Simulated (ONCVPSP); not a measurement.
**Ranking ONCV potentials for Be (Z = 4)**

All share these settings but for the change named:

ONCVPSP 4.0.1 input, shortened (lines: element, Z, core and valence counts, functional; n l f; lmax; l rc ep ncon nbas qcut; lloc lpopt rc5 dvloc0; l nproj debl; icmod fcfact rcfact), LDA (Perdew-Wang 92), scalar-relativistic:

```
  Be 4.00    1    1  -001012      upf
    1    0    2.00
    2    0    2.00
    2
    0    1.90    0.00    3    7    3.10
    1    1.45    0.22    4    8    4.50
    2    1.70    0.24    4    9    5.70
    4    4    1.05    0.00
    0    2    2.30
    1    2    2.30
    2    1    2.50
    0    0.00    0.00
```

Cutoff: the first of the cutoffs (Ha) at which the residual kinetic energy of the hardest occupied pseudo-wave falls to 1 and 0.1 mHa per electron; the density cutoff is not measured.

The base gives 5 Ha.

Of 9 variants that were run, those that failed, showed a ghost or another fault, or gave nearly equal values are left out.

A variant can come out equal or close to the base.

Task: Rank these variants from softest to hardest (loose cutoff).
A. s: rc 1.86
B. s: rc 1.38
C. s: rc 1.74
D. s: rc 2.04
E. s: rc 2.24

Result: E (3 Ha), D (4 Ha), A (5 Ha), C (5 Ha), B (6 Ha).
